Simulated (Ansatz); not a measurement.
C2H6ClNSi (`N/C=C/[SiH2]Cl`). The species carries charge 0 and has multiplicity 1. Geometry: relaxed with PBE0-D4/def2-TZVP. It is one conformer, not always the lowest.

```xyz
11

N    -0.906   -0.018    2.035
C    -0.644    0.085    0.706
C     0.555   -0.041    0.106
Si    0.722    0.199   -1.689
Cl    1.189   -1.564   -2.677
H    -1.855   -0.123    2.342
H    -0.198   -0.386    2.646
H    -1.523    0.330    0.112
H     1.421   -0.291    0.715
H     1.813    1.134   -2.059
H    -0.574    0.676   -2.237
```

**Question.** What is the dipole moment at PBE/def2-TZVPP? (An estimate is asked.)

**Answer.** Computed: 4.50 D, with components (-1.99, 0.46, 4.01) D in this frame, pointing from negative to positive charge.

**Question.** And with r2SCAN, B3LYP, ωB97M-V? (Estimate.)

**Answer.** The calculation gave: r2SCAN 4.53 D, B3LYP 4.41 D, ωB97M-V 4.36 D.

**Question.** Give the Mulliken charges with PBE, ωB97M-V, r2SCAN in def2-TZVPP. (An estimate is asked.)

**Answer.** The calculation gave: 
```csv
atom,PBE,ωB97M-V,r2SCAN
N1,-0.25,-0.23,-0.31
C2,0.03,0.10,0.13
C3,-0.21,-0.32,-0.31
Si4,0.38,0.38,0.51
Cl5,-0.26,-0.26,-0.30
H6,0.18,0.14,0.18
H7,0.17,0.13,0.17
H8,0.08,0.09,0.07
H9,0.04,0.06,0.04
H10,-0.07,-0.04,-0.09
H11,-0.08,-0.05,-0.10
```

B3LYP here is the variant with VWN-RPA as its local correlation; programs differ in this.
